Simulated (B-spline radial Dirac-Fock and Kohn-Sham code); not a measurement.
Co⁷⁺: L3-M23M23 lines in intermediate coupling

System: the Co⁷⁺ ion, configuration [Ar] 3d2.

Calculated with a B-spline atomic structure program, using Dirac-Fock energy differences between relaxed states, corrected for Breit and QED terms. The two-hole levels come from diagonalising the Coulomb interaction among the jj configurations; intensities are independent-particle Coulomb rates. Kinetic energies are from the vacuum level. Electron correlation is not included. Open outer shells are spectators and are not coupled to the holes.

```
kinetic energy (eV)  J  leading jj holes (weight)  leading LS term (weight)  intensity (%)
              490.0  0                M2M2 (0.56)                ¹S0 (0.95)            8.3
              496.5  2                M2M3 (0.84)                ¹D2 (0.96)           36.1
              499.9  0                M3M3 (0.56)                ³P0 (0.95)            5.6
              500.2  1                M2M3 (1.00)                ³P1 (1.00)           12.2
              501.9  2                M3M3 (0.84)                ³P2 (0.96)           37.8
```

The strongest line, by its leading LS label ³P2, lies at 501.9 eV. The mean weight of the leading component is 0.76 in jj and 0.96 in LS coupling, so LS labels describe these levels better.

Run: 14 s of CPU time on 1 thread of Neoverse-V2 (shared host), peak memory 0.36 GiB.
